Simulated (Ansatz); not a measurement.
Program: Ansatz. Geometries: PBE0-D4/def2-TZVP. ΔE: electronic, gas phase. CCSD(T)/CBS is the MP2 limit (def2-TZVPP, def2-QZVPP) plus CCSD(T) − MP2 in def2-TZVPP, frozen cores. This one scheme is used for every species. DFT in def2-TZVPP. B3LYP here is the variant with VWN-RPA as its local correlation; programs differ in this. Each species was taken in one conformer, which may not be the lowest.

`C[SiH2][SiH2]C` + H₂O → `C[SiH2][SiH2]O` + CH₄  (formal hydrolysis of the Si–C bond)

(1) Is it downhill or uphill in electronic energy at CCSD(T)/CBS, and by how much? (Best estimate.)

(2) What do these levels give: r2SCAN-D4, PBE0-D4, PBE0, B3LYP, MP2/def2-TZVPP, CCSD(T)/def2-TZVPP? (An estimate is asked.)

Largest T1 diagnostic among the species: 0.012.

## Answers

(1) The calculation gave: Downhill: ΔE = -19.9 kcal/mol.

(2) The calculation gave: r2SCAN-D4 -21.1, PBE0-D4 -19.0, PBE0 -19.6, B3LYP -22.6, MP2/def2-TZVPP -20.5, CCSD(T)/def2-TZVPP -20.3 kcal/mol.

In def2-TZVPP, CCSD(T) changes the Hartree–Fock value by +4.4 kcal/mol (the triples alone add +0.5 kcal/mol) and MP2 by +4.1 kcal/mol. The D4 term adds +1.1 kcal/mol with B3LYP and +0.6 kcal/mol with PBE0; it sums over pairs of atoms, weighted by their polarisabilities, and B3LYP, whose exchange is more repulsive, gets the larger term.
